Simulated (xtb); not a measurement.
C$_{6}$H$_{15}$N$_{2}$, doublet, at a GFN2-xTB geometry. Base run: GFN0-xTB run with xtb.

Geometry (Å):
```xyz
23

C      1.5167    -1.1784    -0.5165
N      1.5747     0.2342    -0.2534
C      2.9003     0.7985    -0.2661
C      0.6546     0.7913     0.6249
C     -0.5712     0.0770     1.0390
N     -1.4508    -0.3268    -0.0790
C     -1.8842     0.8169    -0.8516
C     -2.5796    -1.0930     0.3994
H      2.0918    -1.3916    -1.4191
H      1.9344    -1.7774     0.3054
H      0.4788    -1.4608    -0.6777
H      2.8386     1.8774    -0.1371
H      3.5365     0.3904     0.5323
H      3.3744     0.5844    -1.2257
H      0.6940     1.8652     0.6947
H     -0.3166    -0.8551     1.5611
H     -1.1221     0.7207     1.7465
H     -2.5089     1.5120    -0.2669
H     -2.4588     0.4711    -1.7104
H     -1.0046     1.3503    -1.2070
H     -3.1755    -1.4198    -0.4527
H     -3.2295    -0.5180     1.0798
H     -2.2193    -1.9745     0.9295
```
Charge 0, spin multiplicity 2.
All else is at xtb's defaults.
Base energy -26.92708 Eh.

The base run was repeated with changes; each row names its change, and settings that it needs were set with it.

```json
[
 {"change": "base", "ΔE vs base (kJ/mol)": "0.00"},
 {"change": "acc = 30", "ΔE vs base (kJ/mol)": "0.00"},
 {"change": "file = coord", "ΔE vs base (kJ/mol)": "0.00"},
 {"change": "acc = 0.0001", "ΔE vs base (kJ/mol)": "0.00"},
 {"change": "etemp = 10000", "ΔE vs base (kJ/mol)": "-73.8"}
]
```
